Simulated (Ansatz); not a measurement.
Consider the formal exchange of groups at the Si–C bond: `CC(C)=C[SiH3]` + `COBO` → `COB[SiH3]` + `CC(C)=CO`.

Gas-phase electronic energies from Ansatz, PBE0-D4/def2-TZVP geometries. CCSD(T)/CBS is the MP2 limit (def2-TZVPP, def2-QZVPP) plus CCSD(T) − MP2 in def2-TZVPP, frozen cores. DFT in def2-TZVPP. B3LYP here is the variant with VWN-RPA as its local correlation; programs differ in this. HSE06 is defined as in plane-wave codes. Each species was taken in one conformer, which may not be the lowest.

Question: Is it downhill or uphill in electronic energy at CCSD(T)/CBS, and by how much? (Best estimate.)

Answer: The calculation gave: Uphill: ΔE = +53.6 kcal/mol.

Question: What do these levels give: PBE-D4, PBE0-D4, B3LYP-D4, HSE06-D4, CAM-B3LYP-D4, ωB97M-V, PBE-QIDH, r2SCAN, B3LYP, CAM-B3LYP, HF/def2-SVP, MP2/def2-QZVPP? (Best estimate.)

Answer: Ansatz gave: PBE-D4 48.6, PBE0-D4 50.8, B3LYP-D4 52.3, HSE06-D4 50.8, CAM-B3LYP-D4 53.0, ωB97M-V 53.7, PBE-QIDH 53.6, r2SCAN 52.2, B3LYP 51.2, CAM-B3LYP 52.3, HF/def2-SVP 55.9, MP2/def2-QZVPP 56.3 kcal/mol.

Largest T1 diagnostic among the species: 0.014.

From r2SCAN to r2SCAN0 (25 % exact exchange), in def2-TZVPP and without D4, ΔE moves by +1.2 kcal/mol. The D4 term adds +1.1 kcal/mol with B3LYP and +0.6 kcal/mol with PBE0; it sums over pairs of atoms, weighted by their polarisabilities, and B3LYP, whose exchange is more repulsive, gets the larger term. Leaving LDA and LC-ωPBE aside and taking each functional with its dispersion term where it has one, the values, not all of them listed here, spread over 6.2 kcal/mol, from PBE-D4 to BHLYP-D4. LDA lies +1.3 kcal/mol from PBE without D4.
